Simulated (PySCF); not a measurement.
H5N3SW, SMILES [NH]=[W]([NH2])([NH2])=[S], multiplicity 1.

Geometry optimised at PBE0-D3(BJ)/def2-SVP. The multiplicity is an assumed one; no other spin state was optimised. The structure was generated by enumeration; whether it is a known compound was not checked. The def2 effective core potentials stand for the cores of W; spin–orbit coupling is left out. The values are those of a single conformer.

All values below come from PySCF with PBE0-D3(BJ)/def2-SVP.

Frequencies are harmonic and unscaled.

Computed vibrational spectrum:
```json
[
 {"mode": "1", "ν (cm⁻¹)": "169", "IR (km/mol)": "0.3", "moving atoms (share of kinetic energy)": "N 37 %, S 33 %, H 20 %, W 9 %"},
 {"mode": "2", "ν (cm⁻¹)": "181", "IR (km/mol)": "1.3", "moving atoms (share of kinetic energy)": "N 39 %, S 30 %, H 17 %, W 15 %"},
 {"mode": "3", "ν (cm⁻¹)": "206", "IR (km/mol)": "0.8", "moving atoms (share of kinetic energy)": "N 49 %, H 43 %"},
 {"mode": "4", "ν (cm⁻¹)": "213", "IR (km/mol)": "7.6", "moving atoms (share of kinetic energy)": "N 69 %, H 22 %"},
 {"mode": "5", "ν (cm⁻¹)": "236", "IR (km/mol)": "16.0", "moving atoms (share of kinetic energy)": "N 63 %, H 27 %"},
 {"mode": "6", "ν (cm⁻¹)": "314", "IR (km/mol)": "1.4", "moving atoms (share of kinetic energy)": "H 79 %, N 19 %"},
 {"mode": "7", "ν (cm⁻¹)": "385", "IR (km/mol)": "7.2", "moving atoms (share of kinetic energy)": "H 90 %"},
 {"mode": "8", "ν (cm⁻¹)": "424", "IR (km/mol)": "95.0", "moving atoms (share of kinetic energy)": "H 79 %, N 21 %"},
 {"mode": "9", "ν (cm⁻¹)": "451", "IR (km/mol)": "244.1", "moving atoms (share of kinetic energy)": "H 78 %, N 21 %"},
 {"mode": "10", "ν (cm⁻¹)": "531", "IR (km/mol)": "150.5", "moving atoms (share of kinetic energy)": "S 58 %, H 22 %, W 12 %"},
 {"mode": "11", "ν (cm⁻¹)": "569", "IR (km/mol)": "80.6", "moving atoms (share of kinetic energy)": "H 67 %, S 19 %, N 12 %"},
 {"mode": "12", "ν (cm⁻¹)": "615", "IR (km/mol)": "24.7", "moving atoms (share of kinetic energy)": "H 79 %, N 21 %"},
 {"mode": "13", "ν (cm⁻¹)": "655", "IR (km/mol)": "6.7", "moving atoms (share of kinetic energy)": "H 61 %, N 37 %"},
 {"mode": "14", "ν (cm⁻¹)": "670", "IR (km/mol)": "14.6", "moving atoms (share of kinetic energy)": "H 73 %, N 21 %"},
 {"mode": "15", "ν (cm⁻¹)": "712", "IR (km/mol)": "60.8", "moving atoms (share of kinetic energy)": "N 78 %, H 16 %"},
 {"mode": "16", "ν (cm⁻¹)": "717", "IR (km/mol)": "187.1", "moving atoms (share of kinetic energy)": "N 57 %, H 32 %, W 10 %"},
 {"mode": "17", "ν (cm⁻¹)": "1013", "IR (km/mol)": "107.7", "moving atoms (share of kinetic energy)": "N 84 %, W 8 %"},
 {"mode": "18", "ν (cm⁻¹)": "1507", "IR (km/mol)": "56.8", "moving atoms (share of kinetic energy)": "H 89 %, N 11 %"},
 {"mode": "19", "ν (cm⁻¹)": "1509", "IR (km/mol)": "18.9", "moving atoms (share of kinetic energy)": "H 89 %, N 11 %"},
 {"mode": "20", "ν (cm⁻¹)": "3592", "IR (km/mol)": "161.3", "moving atoms (share of kinetic energy)": "H 96 %"},
 {"mode": "21", "ν (cm⁻¹)": "3595", "IR (km/mol)": "75.3", "moving atoms (share of kinetic energy)": "H 96 %"},
 {"mode": "22", "ν (cm⁻¹)": "3641", "IR (km/mol)": "152.9", "moving atoms (share of kinetic energy)": "H 93 %"},
 {"mode": "23", "ν (cm⁻¹)": "3701", "IR (km/mol)": "4.4", "moving atoms (share of kinetic energy)": "H 91 %, N 9 %"},
 {"mode": "24", "ν (cm⁻¹)": "3702", "IR (km/mol)": "101.0", "moving atoms (share of kinetic energy)": "H 91 %, N 9 %"}
]
```
